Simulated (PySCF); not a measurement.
C₃H₉BrSi, SMILES CCC[SiH2]Br (GFN2-xTB optimised geometry):

```
14

C      2.115    -1.279     0.000
C      0.591    -1.279     0.000
C      0.026     0.139     0.000
Si    -1.865     0.165     0.009
Br    -2.498     2.297     0.008
H      2.496    -0.774     0.886
H      2.498    -2.297    -0.007
H      2.496    -0.762    -0.879
H      0.231    -1.817    -0.881
H      0.231    -1.817     0.881
H      0.410     0.676     0.872
H      0.403     0.673    -0.877
H     -2.436    -0.401     1.223
H     -2.447    -0.405    -1.199
```

Calculation: PBE/def2-TZVP in PySCF.

### Question
What are the frontier orbital energies and the dipole moment?

### Answer
HOMO-2 -7.87 eV, HOMO-1 -6.88 eV, HOMO -6.75 eV, LUMO -0.78 eV, LUMO+1 -0.08 eV; dipole moment 2.29 D.

Meta-Löwdin charges at PBE/def2-TZVP: C1 -0.35, C2 -0.19, C3 -0.44, Si4 0.61, Br5 -0.28, H6 0.11, H7 0.12, H8 0.11, H9 0.11, H10 0.11, H11 0.13, H12 0.13, H13 -0.08, H14 -0.08.
